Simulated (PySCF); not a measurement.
# Calculated NMR parameters of C=C/P=C(/[SiH3])C(C)(C)C

* Formula: C7H15PSi
* SMILES: C=C/P=C(/[SiH3])C(C)(C)C
* Point group of the computed structure: C1
* Carbon signals: 5
* Proton signals: 5

Molfile (atoms numbered from 1):
```
C7H15PSi
     RDKit          3D

 24 23  0  0  0  0  0  0  0  0999 V2000
    3.0899   -0.5548   -1.4050 C   0  0  0  0  0  0  0  0  0  0  0  0
    2.6263   -0.2868   -0.1929 C   0  0  0  0  0  0  0  0  0  0  0  0
    1.7228    1.2560    0.2249 P   0  0  0  0  0  0  0  0  0  0  0  0
    0.0623    0.9527    0.2550 C   0  0  0  0  0  0  0  0  0  0  0  0
   -0.8875    2.5590    0.5934 Si  0  0  0  0  0  4  0  0  0  0  0  0
   -0.6797   -0.3284   -0.0555 C   0  0  0  0  0  0  0  0  0  0  0  0
   -2.1321   -0.2499    0.4263 C   0  0  0  0  0  0  0  0  0  0  0  0
   -0.6797   -0.5221   -1.5780 C   0  0  0  0  0  0  0  0  0  0  0  0
   -0.0365   -1.5469    0.6178 C   0  0  0  0  0  0  0  0  0  0  0  0
    2.8546    0.0710   -2.2520 H   0  0  0  0  0  0  0  0  0  0  0  0
    3.7077   -1.4163   -1.6073 H   0  0  0  0  0  0  0  0  0  0  0  0
    2.9183   -0.9022    0.6522 H   0  0  0  0  0  0  0  0  0  0  0  0
   -1.7473    2.8950   -0.5502 H   0  0  0  0  0  0  0  0  0  0  0  0
    0.0850    3.6310    0.7923 H   0  0  0  0  0  0  0  0  0  0  0  0
   -1.7355    2.4478    1.7852 H   0  0  0  0  0  0  0  0  0  0  0  0
   -2.6541   -1.1716    0.1744 H   0  0  0  0  0  0  0  0  0  0  0  0
   -2.6615    0.5747   -0.0433 H   0  0  0  0  0  0  0  0  0  0  0  0
   -2.1699   -0.1205    1.5052 H   0  0  0  0  0  0  0  0  0  0  0  0
   -1.2157   -1.4322   -1.8413 H   0  0  0  0  0  0  0  0  0  0  0  0
   -1.1664    0.3209   -2.0647 H   0  0  0  0  0  0  0  0  0  0  0  0
    0.3385   -0.5983   -1.9527 H   0  0  0  0  0  0  0  0  0  0  0  0
    0.1662   -1.3371    1.6668 H   0  0  0  0  0  0  0  0  0  0  0  0
   -0.7098   -2.4004    0.5631 H   0  0  0  0  0  0  0  0  0  0  0  0
    0.8923   -1.8210    0.1275 H   0  0  0  0  0  0  0  0  0  0  0  0
  1  2  2  0
  2  3  1  0
  3  4  2  0
  4  5  1  0
  4  6  1  0
  6  7  1  0
  6  8  1  0
  6  9  1  0
  1 10  1  0
  1 11  1  0
  2 12  1  0
  5 13  1  0
  5 14  1  0
  5 15  1  0
  7 16  1  0
  7 17  1  0
  7 18  1  0
  8 19  1  0
  8 20  1  0
  8 21  1  0
  9 22  1  0
  9 23  1  0
  9 24  1  0
M  END
```

Isolated molecule, one conformer, non-relativistic, one averaged value for each set of equivalent atoms. Structure optimised with GFN2-xTB; PBE0/pcSseg-1 with gauge-including orbitals; PySCF 2.14.0 with density-fitted response routines.

References, each an isolated molecule treated in the same way: TMS for $^{1}$H (σref 31.72), $^{13}$C (σref 186.93), $^{29}$Si (σref 349.16); H3PO4 for $^{31}$P (σref 318.38).

| carbon | δC, type | δH (multiplicity) | HMBC from (2–3 bonds) | span of the C tensor (ppm) |
| --- | --- | --- | --- | --- |
| C1 | 130.7, CH2 | H10 5.60 (m); H11 6.08 (m) | H12 | 225 |
| C2 | 159.3, CH | 7.27 (m) | H11, H10 | 228 |
| C4 | 231.5, C | – | H12, H13/H14/H15, H16/H17/H18/H19/H20/H21/H22/H23/H24 | 396 |
| C6 | 45.8, C | – | H13/H14/H15, H16/H17/H18/H19/H20/H21/H22/H23/H24 | 31 |
| C7/C8/C9 | 34.5, CH3 | 1.43 (s) | H16/H17/H18/H19/H20/H21/H22/H23/H24 | 52 |

Other nuclei:
| atoms | nucleus | environment | δ (ppm) | σ (ppm) |
| --- | --- | --- | --- | --- |
| H13/H14/H15 | $^{1}$H | hydrogen on a silicon bonded to C | 4.56 | 27.16 |
| P3 | $^{31}$P | phosphorus bonded to 2 C | 344.7 | -26.3 |
| Si5 | $^{29}$Si | silicon bonded to C, 3 H | -73.4 | 422.5 |

δC 231.5: carbon double-bonded to a heavier main-group atom. δC 159.3: alkene CH; as expected for a trigonal carbon in a double bond. δC 130.7: terminal =CH2 carbon; the olefinic region. δC 34.5: methyl carbon; saturated and bonded to C and H only. δH 6.08, 5.60: hydrogen on a terminal =CH2 carbon; olefinic region.

Splittings by $^{31}$P in the carbon and heteronuclear signals aren't shown, as no couplings were computed. Shifts are as computed. Against solution values, carbons near 30 ppm lie about +3 ppm off and those near 130 ppm about +5 ppm. Of 1211 compounds with measured shifts, 218 miss one by over three times the rms of a fit or turn the order of signals round; such compounds aren't used in these exercises. Experimental scales use liquid or dissolved standards, which lie at an offset from isolated H3PO4. No couplings were computed; multiplicities are counted from neighbouring protons, with m where these are inequivalent, close in shift, in a saturated or five-membered ring or joined by F or P, and br s for small geminal =CH2 splittings.
